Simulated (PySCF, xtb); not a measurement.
C₃H₈OSi, SMILES O[SiH2]CC=C.

Geometry optimised at PBE0-D3(BJ)/def2-SVP. The values are those of a single conformer.

Level of theory: IEF-PCM-ωB97X/def2-SVP run with PySCF.

The values are the electrostatic part of the solvation free energy, E(continuum) − E(gas) at the gas-phase geometry, in a cavity of scaled van der Waals radii (PySCF's table); cavitation and dispersion terms are not included. In vacuum the orbital gap is 11.76 eV. The dipole moment in vacuum is 1.25 D.

Q: Estimate the values in water (ε = 78.36), benzene (ε = 2.27), dimethylsulfoxide (ε = 46.83). (An estimate is asked for; the answer gives what the named calculation found.)

A: 
```tsv
solvent	ε	ΔG(elec) (kcal/mol)	dipole (D)	gap (eV)
water	78.36	-4.6	1.45	11.79
benzene	2.27	-2.0	1.34	11.77
dimethylsulfoxide	46.83	-4.5	1.45	11.78
```

For comparison, GFN2-xTB/ALPB(water) (xtb, at the GFN2-xTB geometry, all terms of that model) gives -3.2 kcal/mol.
